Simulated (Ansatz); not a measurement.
Mulliken charges of C2H4BClO, SMILES `C=C(O)BCl` from ωB97M-V/def2-TZVPP in Ansatz (PBE0-D4/def2-TZVP geometry).

```json
{"atom": "C1", "x (Å)": "0.964", "y (Å)": "0.088", "z (Å)": "0.826", "charge (e)": "-0.201"}
{"atom": "C2", "x (Å)": "-0.122", "y (Å)": "-0.211", "z (Å)": "0.096", "charge (e)": "0.158"}
{"atom": "O3", "x (Å)": "-0.976", "y (Å)": "-1.222", "z (Å)": "0.387", "charge (e)": "-0.283"}
{"atom": "B4", "x (Å)": "-0.425", "y (Å)": "0.648", "z (Å)": "-1.152", "charge (e)": "-0.013"}
{"atom": "Cl5", "x (Å)": "-1.812", "y (Å)": "0.336", "z (Å)": "-2.150", "charge (e)": "-0.096"}
{"atom": "H6", "x (Å)": "1.597", "y (Å)": "0.912", "z (Å)": "0.527", "charge (e)": "0.100"}
{"atom": "H7", "x (Å)": "1.246", "y (Å)": "-0.465", "z (Å)": "1.718", "charge (e)": "0.087"}
{"atom": "H8", "x (Å)": "-0.680", "y (Å)": "-1.678", "z (Å)": "1.182", "charge (e)": "0.178"}
{"atom": "H9", "x (Å)": "0.297", "y (Å)": "1.546", "z (Å)": "-1.451", "charge (e)": "0.071"}
```

**Question.** By hand: the dipole of these point charges (1 e Å = 4.8032 D).

**Answer.** Σ q r = (0.411, 0.116, 0.271) e Å, of length 0.506 e Å = 2.43 D.

**Question.** How does the dipole of the full density compare? (Best estimate.)

**Answer.** The calculation gave: (0.318, -0.093, 0.412) e Å, 2.54 D; the point charges give 0.96 times that, at 30° from its direction.

Point charges leave out the atoms' own dipoles, such as those of lone pairs, and Mulliken's split depends on the basis, so the two needn't agree.
